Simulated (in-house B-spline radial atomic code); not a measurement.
RPA and G0W0 for Mn+, [Ar] 3d5 4s1, highest spin, as one setting changes: the radius of a hard wall (bohr). Start: PBE. A dash marks a level of low quasi-particle weight. Computed with a B-spline radial code for spherical atoms: all electrons, non-relativistic, point nucleus, each spin shell either full or empty, empty states to l = 9 with an (l + 1/2)⁻⁴ tail; G0W0 by contour deformation at full frequency.

```
radius of a hard wall (bohr)  mean-field level (eV)  G0W0 level (eV)  RPA correlation (Eh)
                           2                  79.21      4s up 71.25                -1.654
                         2.5                 26.043     4s up 19.428               -1.6385
                           3                      ?                ?                     ?
                         3.5                 -3.585     4s up -8.880               -1.6327
                           4                 -7.874    4s up -12.780               -1.6301
                           5                      ?                ?                     ?
                           6                -12.089    4s up -16.167                -1.621
                           8                -12.432    4s up -16.268               -1.6185
                          12                -12.457    4s up -16.244                -1.618
```

Question: What belongs in the row for 3?

Answer: mean-field level (eV): 5.428; G0W0 level (eV): 4s up -0.399; RPA correlation (Eh): -1.635.

Question: What belongs in the row for 5?

Answer: mean-field level (eV): -11.163; G0W0 level (eV): 4s up -15.544; RPA correlation (Eh): -1.6246.
